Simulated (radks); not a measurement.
Problem. These are the eigenvalues of the occupied orbitals of an atom or ion with whole-number occupations (hartree). All-electron calculation, non-relativistic Kohn-Sham, exchange-only LDA, spin-polarised, spherical densities, point nucleus. Program: a radial shooting solver on a logarithmic mesh with Libxc functionals.

| orbital | eigenvalue |
|---|---|
| 1s | -57.32957 |
| 2s | -11.24039 |

Which element is it, and in what charge state? The configuration may be excited. Open shells, if any, are filled with parallel spins first.

Solution. Z = 12, magnesium, charge +8: Mg8+ in [He] 2s2. The 1s level, -57.33 hartree, gives Z - s = 10.7 by -(Z - s)^2/2, which with screening narrows Z to a few neighbours, and with so few levels the electron count can be read from the list.
